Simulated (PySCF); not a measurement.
CH4Al (calculated)

All values are calculated (PySCF 2.14.0). Calculation on a computer-drawn molecule: vertical ionisation energy to the stated ion spin, frozen-core CCSD(T) at the basis limit and cheaper methods, single-reference cases, UHF for radicals, no spin-orbit; all values are single points at the evaluated structure, the first of each entry, which is the reference or a displaced copy of it and isn't optimised; the reference structure only sets the zero of the energies above reference; triples share is (T) over the correlation energy.

Common to all runs: charge 1; multiplicity 1; ion multiplicity 2; diffuse functions no; basis cc-pV(n+d)Z; reference is the Hartree-Fock double-zeta minimum; best is HF at quadruple zeta + MP2 correlation extrapolated from triple and quadruple zeta + CCSD(T) minus MP2 at triple zeta; basis step is the size of the change from the same recipe one zeta lower.

(1) CH4Al

Evaluated structure:
```xyz
6
CH4Al
C     -1.7759     1.6354    -1.2336
Al    -1.1949     3.3593    -0.5324
H     -1.4589     0.8620    -0.6055
H     -2.8603     1.6085    -1.2947
H     -1.4211     1.4681    -2.2322
H     -0.7760     4.6717     0.0271
```

Reference structure:
```xyz
6
CH4Al
C     -1.7868     1.6506    -1.2525
Al    -1.2062     3.3312    -0.5319
H     -1.4517     0.8315    -0.6100
H     -2.8784     1.6273    -1.3159
H     -1.3707     1.5084    -2.2538
H     -0.7385     4.6849     0.0488
```

| Item | Value |
| --- | --- |
| ionisation energy best | 17.73 eV |
| ionisation energy basis step | 0.02878 eV |
| energy above reference best | 2.354 kcal/mol |
| energy above reference basis step | 0.1247 kcal/mol |
| ionisation energy Koopmans at triple zeta | 17.85 eV |
| ionisation energy EOM CCSD at triple zeta | 17.66 eV |
| total energy HF triple zeta | -281.8671 hartree |
| total energy CCSD(T) triple zeta | -282.1376 hartree |
| total energy best | -282.1676 hartree |
| T1 diagnostic at triple zeta | 0.009729 |
| D1 diagnostic at triple zeta | 0.01674 |
| ion T1 diagnostic at triple zeta | 0.02162 |
| ion D1 diagnostic at triple zeta | 0.07212 |
| ion spin squared at triple zeta | 0.7956 |
| triples share at triple zeta | 0.03148 |
| basis functions triple zeta | 125 |

Drawn bonds:
```csv
atom,other atom,order
1,2,1
1,3,1
1,4,1
1,5,1
2,6,1
```

Triple zeta:
```csv
method,ionisation energy (eV),energy above reference (kcal/mol)
HF,16.54,1.676
PBE,17.37,3.113
r2SCAN,17.38,2.563
B3LYP,17.51,2.323
wB97X,17.58,2.357
MP2,17.7,2.188
CCSD,17.56,2.273
CCSD(T),17.62,2.399
```

(2) CH4Al

Evaluated structure:
```xyz
6
CH4Al
C     -1.8196     1.6774    -1.2318
Al    -1.1788     3.2879    -0.5505
H     -1.5234     0.8873    -0.5517
H     -3.0271     1.6629    -1.3338
H     -1.3670     1.4435    -2.2821
H     -0.7329     4.6286     0.1425
```

Reference structure:
```xyz
6
CH4Al
C     -1.7868     1.6506    -1.2525
Al    -1.2062     3.3312    -0.5319
H     -1.4517     0.8315    -0.6100
H     -2.8784     1.6273    -1.3159
H     -1.3707     1.5084    -2.2538
H     -0.7385     4.6849     0.0488
```

| Property | Result |
| --- | --- |
| ionisation energy best | 17.67 eV |
| ionisation energy basis step | 0.02821 eV |
| energy above reference best | 6.916 kcal/mol |
| energy above reference basis step | 0.2232 kcal/mol |
| ionisation energy Koopmans at triple zeta | 17.89 eV |
| ionisation energy EOM CCSD at triple zeta | 17.6 eV |
| total energy HF triple zeta | -281.8562 hartree |
| total energy CCSD(T) triple zeta | -282.1304 hartree |
| total energy best | -282.1604 hartree |
| T1 diagnostic at triple zeta | 0.01026 |
| D1 diagnostic at triple zeta | 0.01934 |
| ion T1 diagnostic at triple zeta | 0.02613 |
| ion D1 diagnostic at triple zeta | 0.08726 |
| ion spin squared at triple zeta | 0.8232 |
| triples share at triple zeta | 0.03326 |
| basis functions triple zeta | 125 |

Drawn bonds:
```csv
atom,other atom,order
1,2,1
1,3,1
1,4,1
1,5,1
2,6,1
```

Triple zeta:
```csv
method,ionisation energy (eV),energy above reference (kcal/mol)
HF,16.54,8.54
PBE,17.24,5.669
r2SCAN,17.27,6.522
B3LYP,17.41,6.841
wB97X,17.53,6.954
MP2,17.67,7.318
CCSD,17.51,7.154
CCSD(T),17.56,6.899
```

(3) CH4Al

Evaluated structure:
```xyz
6
CH4Al
C     -1.8196     1.6774    -1.2318
Al    -1.1788     3.2879    -0.5505
H     -1.5234     0.8873    -0.5517
H     -3.0271     1.6629    -1.3338
H     -1.3682     1.4441    -2.2794
H     -0.7329     4.6286     0.1425
```

Reference structure:
```xyz
6
CH4Al
C     -1.7868     1.6506    -1.2525
Al    -1.2062     3.3312    -0.5319
H     -1.4517     0.8315    -0.6100
H     -2.8784     1.6273    -1.3159
H     -1.3707     1.5084    -2.2538
H     -0.7385     4.6849     0.0488
```

| Property | Result |
| --- | --- |
| ionisation energy best | 17.68 eV |
| ionisation energy basis step | 0.02821 eV |
| energy above reference best | 6.779 kcal/mol |
| energy above reference basis step | 0.2219 kcal/mol |
| ionisation energy Koopmans at triple zeta | 17.89 eV |
| ionisation energy EOM CCSD at triple zeta | 17.6 eV |
| total energy HF triple zeta | -281.8564 hartree |
| total energy CCSD(T) triple zeta | -282.1306 hartree |
| total energy best | -282.1606 hartree |
| T1 diagnostic at triple zeta | 0.01025 |
| D1 diagnostic at triple zeta | 0.01932 |
| ion T1 diagnostic at triple zeta | 0.02614 |
| ion D1 diagnostic at triple zeta | 0.0873 |
| ion spin squared at triple zeta | 0.8233 |
| triples share at triple zeta | 0.03324 |
| basis functions triple zeta | 125 |

Drawn bonds:
```csv
atom,other atom,order
1,2,1
1,3,1
1,4,1
1,5,1
2,6,1
```

Triple zeta:
```csv
method,ionisation energy (eV),energy above reference (kcal/mol)
HF,16.54,8.38
PBE,17.24,5.551
r2SCAN,17.27,6.387
B3LYP,17.41,6.705
wB97X,17.53,6.812
MP2,17.67,7.175
CCSD,17.52,7.015
CCSD(T),17.56,6.765
```

(4) CH4Al

Evaluated structure:
```xyz
6
CH4Al
C     -1.8196     1.6774    -1.2318
Al    -1.1788     3.2879    -0.5505
H     -1.5234     0.8873    -0.5517
H     -3.0271     1.6629    -1.3338
H     -1.3418     1.4305    -2.3406
H     -0.7329     4.6286     0.1425
```

Reference structure:
```xyz
6
CH4Al
C     -1.7868     1.6506    -1.2525
Al    -1.2062     3.3312    -0.5319
H     -1.4517     0.8315    -0.6100
H     -2.8784     1.6273    -1.3159
H     -1.3707     1.5084    -2.2538
H     -0.7385     4.6849     0.0488
```

| Item | Value |
| --- | --- |
| ionisation energy best | 17.63 eV |
| ionisation energy basis step | 0.0282 eV |
| energy above reference best | 10.83 kcal/mol |
| energy above reference basis step | 0.2473 kcal/mol |
| ionisation energy Koopmans at triple zeta | 17.86 eV |
| ionisation energy EOM CCSD at triple zeta | 17.56 eV |
| total energy HF triple zeta | -281.8490 hartree |
| total energy CCSD(T) triple zeta | -282.1242 hartree |
| total energy best | -282.1541 hartree |
| T1 diagnostic at triple zeta | 0.01044 |
| D1 diagnostic at triple zeta | 0.01968 |
| ion T1 diagnostic at triple zeta | 0.02587 |
| ion D1 diagnostic at triple zeta | 0.08628 |
| ion spin squared at triple zeta | 0.8205 |
| triples share at triple zeta | 0.03375 |
| basis functions triple zeta | 125 |

Drawn bonds:
```csv
atom,other atom,order
1,2,1
1,3,1
1,4,1
1,5,1
2,6,1
```

Triple zeta:
```csv
method,ionisation energy (eV),energy above reference (kcal/mol)
HF,16.5,13.02
PBE,17.2,9.19
r2SCAN,17.23,10.4
B3LYP,17.37,10.73
wB97X,17.49,11.01
MP2,17.63,11.4
CCSD,17.47,11.14
CCSD(T),17.52,10.78
```

(5) CH4Al

Evaluated structure:
```xyz
6
CH4Al
C     -1.8196     1.6774    -1.2318
Al    -1.1788     3.2879    -0.5505
H     -1.5234     0.8873    -0.5517
H     -3.0271     1.6629    -1.3338
H     -1.3348     1.4269    -2.3568
H     -0.7329     4.6286     0.1425
```

Reference structure:
```xyz
6
CH4Al
C     -1.7868     1.6506    -1.2525
Al    -1.2062     3.3312    -0.5319
H     -1.4517     0.8315    -0.6100
H     -2.8784     1.6273    -1.3159
H     -1.3707     1.5084    -2.2538
H     -0.7385     4.6849     0.0488
```

| Item | Value |
| --- | --- |
| ionisation energy best | 17.62 eV |
| ionisation energy basis step | 0.02818 eV |
| energy above reference best | 12.18 kcal/mol |
| energy above reference basis step | 0.2531 kcal/mol |
| ionisation energy Koopmans at triple zeta | 17.85 eV |
| ionisation energy EOM CCSD at triple zeta | 17.55 eV |
| total energy HF triple zeta | -281.8466 hartree |
| total energy CCSD(T) triple zeta | -282.1221 hartree |
| total energy best | -282.1520 hartree |
| T1 diagnostic at triple zeta | 0.0105 |
| D1 diagnostic at triple zeta | 0.01978 |
| ion T1 diagnostic at triple zeta | 0.02578 |
| ion D1 diagnostic at triple zeta | 0.08597 |
| ion spin squared at triple zeta | 0.8196 |
| triples share at triple zeta | 0.03389 |
| basis functions triple zeta | 125 |

Drawn bonds:
```csv
atom,other atom,order
1,2,1
1,3,1
1,4,1
1,5,1
2,6,1
```

Triple zeta:
```csv
method,ionisation energy (eV),energy above reference (kcal/mol)
HF,16.49,14.54
PBE,17.19,10.44
r2SCAN,17.22,11.75
B3LYP,17.35,12.07
wB97X,17.48,12.42
MP2,17.62,12.81
CCSD,17.46,12.51
CCSD(T),17.51,12.12
```

(6) CH4Al

Evaluated structure:
```xyz
6
CH4Al
C     -1.8196     1.6774    -1.2318
Al    -1.1788     3.2879    -0.5505
H     -1.5234     0.8873    -0.5517
H     -3.0271     1.6629    -1.3338
H     -1.2763     1.3966    -2.4926
H     -0.7329     4.6286     0.1425
```

Reference structure:
```xyz
6
CH4Al
C     -1.7868     1.6506    -1.2525
Al    -1.2062     3.3312    -0.5319
H     -1.4517     0.8315    -0.6100
H     -2.8784     1.6273    -1.3159
H     -1.3707     1.5084    -2.2538
H     -0.7385     4.6849     0.0488
```

| Item | Value |
| --- | --- |
| ionisation energy best | 17.5 eV |
| ionisation energy basis step | 0.03053 eV |
| energy above reference best | 26.25 kcal/mol |
| energy above reference basis step | 0.2837 kcal/mol |
| ionisation energy Koopmans at triple zeta | 17.71 eV |
| ionisation energy EOM CCSD at triple zeta | 17.43 eV |
| total energy HF triple zeta | -281.8214 hartree |
| total energy CCSD(T) triple zeta | -282.0997 hartree |
| total energy best | -282.1296 hartree |
| T1 diagnostic at triple zeta | 0.01124 |
| D1 diagnostic at triple zeta | 0.02113 |
| ion T1 diagnostic at triple zeta | 0.02797 |
| ion D1 diagnostic at triple zeta | 0.09597 |
| ion spin squared at triple zeta | 0.8089 |
| triples share at triple zeta | 0.03516 |
| basis functions triple zeta | 125 |

Drawn bonds:
```csv
atom,other atom,order
1,2,1
1,3,1
1,4,1
1,5,1
2,6,1
```

Triple zeta:
```csv
method,ionisation energy (eV),energy above reference (kcal/mol)
HF,16.37,30.33
PBE,17.07,23.73
r2SCAN,17.09,25.84
B3LYP,17.23,26.11
wB97X,17.35,27.16
MP2,17.49,27.53
CCSD,17.34,26.82
CCSD(T),17.39,26.15
```
